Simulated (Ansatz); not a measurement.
Basis-set series for `BCCCO`. Total charge 0; spin multiplicity 1. Geometry: relaxed with PBE0-D4/def2-TZVP. It is one conformer, not always the lowest.

| functional | basis | functions | energy (Eh) | HOMO (eV) | LUMO (eV) |
| --- | --- | --- | --- | --- | --- |
| PBE0-D4 | def2-SVP | 115 | -219.35297 | -7.62 | -1.26 |
| PBE0-D4 | def2-TZVPP | 281 | -219.60204 | -7.83 | -1.36 |
| ωB97M-V | def2-SVP | 115 | -219.48793 | -10.04 | 0.79 |
| ωB97M-V | def2-TZVPP | 281 | -219.75040 | -10.26 | 0.54 |

**Question.** Give the rows for def2-QZVPP. (Best estimate.)

**Answer.** Ansatz gave: 
```tsv
functional	basis	functions	energy (Eh)	HOMO (eV)	LUMO (eV)
PBE0-D4	def2-QZVPP	555	-219.61506	-7.88	-1.38
ωB97M-V	def2-QZVPP	555	-219.76308	-10.31	0.43
```

Positive LUMOs are unbound and depend on the basis.
